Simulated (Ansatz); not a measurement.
Input for Ansatz (an electronic-structure program): R-B3LYP/def2-TZVPP on C2H6O (SMILES COC).

Ansatz 0.2 input:
```yaml
crystal:
  periodic: [false, false, false]
  atoms:
    - {symbol: C, position_ang: [1.16843479, 0.05594520, -0.08347369]}
    - {symbol: O, position_ang: [-0.03586435, 0.25603559, -0.78782223]}
    - {symbol: C, position_ang: [-1.17244197, -0.02750951, -0.00406621]}
    - {symbol: H, position_ang: [1.27191246, -0.98633562, 0.24716626]}
    - {symbol: H, position_ang: [1.23028691, 0.70658625, 0.79926055]}
    - {symbol: H, position_ang: [1.98680880, 0.29679253, -0.76029760]}
    - {symbol: H, position_ang: [-1.17890514, -1.07371009, 0.33030254]}
    - {symbol: H, position_ang: [-2.04980029, 0.15288402, -0.62336745]}
    - {symbol: H, position_ang: [-1.22053120, 0.61921164, 0.88239782]}
basis:
  gaussian:
    orbitals: def2-TZVPP
hamiltonian:
  xc: {name: B3LYP}
scf: {lower_state_search: off}
```

Output:

```
WARN ansatz: RAYON_NUM_THREADS=4 ignored (pool sized by the plan → 4); use --threads N
Functional definition: B3LYP
these checks for a lower state are left out or cut short: stability, starts, cluster_reference, orbital_swaps, neighbouring_geometries, increment
integrals: 0.06 GiB planned
865 factors; their error is unknown
mean field: 0.69 GiB planned
mean field evaluation 1: about -4213.9967 eV, gradient 5.4e1 eV
mean field evaluation 2: about -4209.6347 eV, gradient 7.0e1 eV
mean field evaluation 4: about -4220.3717 eV, gradient 3.5e0 eV
mean field evaluation 8: about -4220.3823 eV, gradient 3.9e-2 eV
mean field evaluation 16: about -4220.3823 eV, gradient 2.3e-6 eV
mean field -4220.38234794 eV, -155.0961906087 hartree, gradient 9.8e-7 eV, S^2 0.000000; 0 other end points of the search recorded, 0 dependent functions left out
reference -4220.38259236 eV, -155.0961995913 hartree; 13, 13 occupied and 164, 164 virtual orbitals, 865 factors
Total energy: -4220.38259236 eV, -155.0961995913 hartree
Checks for a lower state left out: stability, starts, cluster_reference, orbital_swaps, neighbouring_geometries, increment
```

The calculation finished and met its thresholds.

Cost: around 2.5 core-seconds (rough).
